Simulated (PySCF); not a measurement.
C5H4F2O.
Bonds: F1–C2, C2–F3, C2–C4, C4–C5 (aromatic), C5–C6 (aromatic), C6–C7 (aromatic), C7–O8 (aromatic), C4–O8 (aromatic). Hydrogens: H9 on C2; H10 on C5; H11 on C6; H12 on C7.

The same species was optimised twice, with GFN2-xTB and with PBE0-D3(BJ)/def2-SVP (PySCF), and the same property calculations (PySCF, gas phase) were run on both structures.

```json
{"coordinate": "C5–C6 (Å)", "GFN2-xTB": "1.414", "PBE0-D3(BJ)/def2-SVP": "1.427", "change": "+0.013"}
{"coordinate": "C2–F3 (Å)", "GFN2-xTB": "1.359", "PBE0-D3(BJ)/def2-SVP": "1.351", "change": "-0.008"}
{"coordinate": "C7–O8 (Å)", "GFN2-xTB": "1.340", "PBE0-D3(BJ)/def2-SVP": "1.346", "change": "+0.006"}
{"coordinate": "F1–C2 (Å)", "GFN2-xTB": "1.359", "PBE0-D3(BJ)/def2-SVP": "1.354", "change": "-0.005"}
{"coordinate": "C6–C7 (Å)", "GFN2-xTB": "1.361", "PBE0-D3(BJ)/def2-SVP": "1.364", "change": "+0.003"}
{"coordinate": "C2–C4 (Å)", "GFN2-xTB": "1.490", "PBE0-D3(BJ)/def2-SVP": "1.487", "change": "-0.003"}
{"coordinate": "C4–C5 (Å)", "GFN2-xTB": "1.366", "PBE0-D3(BJ)/def2-SVP": "1.364", "change": "-0.002"}
{"coordinate": "C4–O8 (Å)", "GFN2-xTB": "1.350", "PBE0-D3(BJ)/def2-SVP": "1.350", "change": "0.000"}
{"coordinate": "C2–C4–C5 (°)", "GFN2-xTB": "131.6", "PBE0-D3(BJ)/def2-SVP": "133.0", "change": "+1.4"}
{"coordinate": "C2–C4–O8 (°)", "GFN2-xTB": "118.0", "PBE0-D3(BJ)/def2-SVP": "116.6", "change": "-1.4"}
{"coordinate": "F1–C2–F3 (°)", "GFN2-xTB": "105.5", "PBE0-D3(BJ)/def2-SVP": "106.8", "change": "+1.3"}
{"coordinate": "F3–C2–C4 (°)", "GFN2-xTB": "111.5", "PBE0-D3(BJ)/def2-SVP": "110.6", "change": "-0.9"}
{"coordinate": "C4–O8–C7 (°)", "GFN2-xTB": "106.9", "PBE0-D3(BJ)/def2-SVP": "107.5", "change": "+0.6"}
{"coordinate": "C6–C7–O8 (°)", "GFN2-xTB": "110.9", "PBE0-D3(BJ)/def2-SVP": "110.4", "change": "-0.5"}
{"coordinate": "F1–C2–C4 (°)", "GFN2-xTB": "111.5", "PBE0-D3(BJ)/def2-SVP": "111.3", "change": "-0.2"}
{"coordinate": "C4–C5–C6 (°)", "GFN2-xTB": "105.8", "PBE0-D3(BJ)/def2-SVP": "105.8", "change": "0.0"}
{"coordinate": "F1–C2–C4–C5 (°)", "GFN2-xTB": "59", "PBE0-D3(BJ)/def2-SVP": "70", "change": "+11"}
```

Rotational constants: A = 4893, B = 1361, C = 1310 MHz (GFN2-xTB) against A = 4874, B = 1381, C = 1301 MHz (PBE0-D3(BJ)/def2-SVP). Atoms that the bonding makes alike are paired by their places after alignment.

On the GFN2-xTB structure: lowest singlet, TDDFT (eV) 6.08 [CAM-B3LYP/def2-SVPD]; lowest triplet, Tamm–Dancoff (eV) 3.87 [CAM-B3LYP/def2-SVPD]; isotropic polarisability (au) 60.5 [CAM-B3LYP/def2-SVPD]; HOMO (eV) -8.48 [CAM-B3LYP/def2-SVPD]; LUMO (eV) 0.53 [CAM-B3LYP/def2-SVPD]; dipole (D) 2.52 [CAM-B3LYP/def2-SVPD]; HOMO (eV) -7.15 [PBE0/pcSseg-1]; LUMO (eV) -0.45 [PBE0/pcSseg-1]; dipole (D) 2.40 [PBE0/pcSseg-1]; GIAO shielding of F1/F3 (mean) (ppm) 292.9 [PBE0/pcSseg-1]; GIAO shielding of C2 (ppm) 71.0 [PBE0/pcSseg-1]; GIAO shielding of C4 (ppm) 29.9 [PBE0/pcSseg-1]; GIAO shielding of C5 (ppm) 68.3 [PBE0/pcSseg-1]; GIAO shielding of C6 (ppm) 68.1 [PBE0/pcSseg-1]; GIAO shielding of C7 (ppm) 39.4 [PBE0/pcSseg-1]; GIAO shielding of O8 (ppm) 31.1 [PBE0/pcSseg-1].

Q: What do these properties become on the PBE0-D3(BJ)/def2-SVP structure?

A: 
```csv
property,level,on GFN2-xTB,on PBE0-D3(BJ)/def2-SVP,change
"lowest singlet, TDDFT (eV)",CAM-B3LYP/def2-SVPD,6.08,6.13,+0.05
"lowest triplet, Tamm–Dancoff (eV)",CAM-B3LYP/def2-SVPD,3.87,3.91,+0.04
isotropic polarisability (au),CAM-B3LYP/def2-SVPD,60.5,60.9,+0.4
HOMO (eV),CAM-B3LYP/def2-SVPD,-8.48,-8.48,0.00
LUMO (eV),CAM-B3LYP/def2-SVPD,0.53,0.58,+0.05
dipole (D),CAM-B3LYP/def2-SVPD,2.52,2.44,-0.08
"energy, GFN2-xTB geometry as zero (kcal/mol)",CAM-B3LYP/def2-SVPD,0.0,-0.5,-0.5
HOMO (eV),PBE0/pcSseg-1,-7.15,-7.15,0.00
LUMO (eV),PBE0/pcSseg-1,-0.45,-0.39,+0.06
dipole (D),PBE0/pcSseg-1,2.40,2.31,-0.09
"energy, GFN2-xTB geometry as zero (kcal/mol)",PBE0/pcSseg-1,0.0,-0.4,-0.4
GIAO shielding of F1/F3 (mean) (ppm),PBE0/pcSseg-1,292.9,298.1,+5.2
GIAO shielding of C2 (ppm),PBE0/pcSseg-1,71.0,71.9,+0.9
GIAO shielding of C4 (ppm),PBE0/pcSseg-1,29.9,29.9,0.0
GIAO shielding of C5 (ppm),PBE0/pcSseg-1,68.3,68.7,+0.4
GIAO shielding of C6 (ppm),PBE0/pcSseg-1,68.1,66.8,-1.3
GIAO shielding of C7 (ppm),PBE0/pcSseg-1,39.4,38.2,-1.2
GIAO shielding of O8 (ppm),PBE0/pcSseg-1,31.1,27.9,-3.2
```

The heavy atoms differ by 0.088 Å rms after alignment (one structure mirrored). Among bonds between heavy atoms C5–C6 changes most (+0.013 Å). Changes are differences of the printed values. Neither structure is proved a minimum here.

Shape of the structure used: `[F:1][CH:2]([F:3])[c:4]1[cH:5][cH:6][cH:7][o:8]1`: F1–C2–C4–C5 70°.
